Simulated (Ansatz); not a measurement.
`N[SiH2][SnH3]` + H–F → `F[SiH2][SnH3]` + NH₃ at 400 K and 1 bar (ligand exchange at the Si–N bond).

Computed with Ansatz on PBE0-D4/def2-TZVP structures; ΔE is electronic, products minus reactants. CCSD(T)/CBS adds triple-zeta CCSD(T) − MP2 to the extrapolated MP2 energy (def2 sets, frozen cores). This one scheme is used for every species. def2 core potentials past Kr. For Sn outer-core shells are correlated without core-valence functions, which leaves a few kJ/mol of doubt a bond. One conformer a species, not always the lowest.

| species | CCSD(T)/CBS energy (Eh) | H − E (kJ/mol) | S (J/(mol·K)) |
| --- | --- | --- | --- |
| `N[SiH2][SnH3]` | -562.02294 | 199.5 | 389.7 |
| H–F | -100.39570 | 36.5 | 182.2 |
| `F[SiH2][SnH3]` | -605.93962 | 134.4 | 369.4 |
| NH₃ | -56.50880 | 104.2 | 203.1 |

H − E and S are ideal-gas, rigid-rotor, harmonic terms from PBE0-D4/def2-TZVP, for one conformer and one mirror image of each species. 1 Eh = 2625.50 kJ/mol, R = 8.31446 J/(mol·K).

By hand: ΔE, ΔH, ΔS and ΔG.

ΔE = (-605.93962) + (-56.50880) − (-562.02294) − (-100.39570) = -0.02978 Eh = -78.2 kJ/mol. Δ(H − E) = 134.4 + 104.2 − 199.5 − 36.5 = 2.6, so ΔH = -75.6 kJ/mol. ΔS = 369.4 + 203.1 − 389.7 − 182.2 = 0.6 J/(mol·K). ΔG = -75.6 − 400 × (0.6)/1000 = -75.8 kJ/mol.

By hand: the equilibrium constant, and the temperature at which ΔG would vanish if ΔH and ΔS stayed fixed.

log₁₀ K = −ΔG/(RT ln 10) = 9.9. ΔH and −TΔS have one sign here, so there is no such temperature.

The number of gas molecules stays the same, so ΔS is small and ΔH decides. A doubt of 5 kJ/mol in ΔE shifts log₁₀ K by 0.7 here. Other conformers and mirror images would add mixing entropy, several J/(mol·K) or more a flexible species. Modes under 60 cm⁻¹, often nearly free rotors, make the harmonic entropy too high. These are equilibria of isolated gas molecules and say nothing of rates. Largest T1 diagnostic: 0.013 (customary marks: 0.02 for closed shells, 0.045 for open ones).

ΔS is within the doubt of such terms, so its sign, and with it that verdict, could turn.
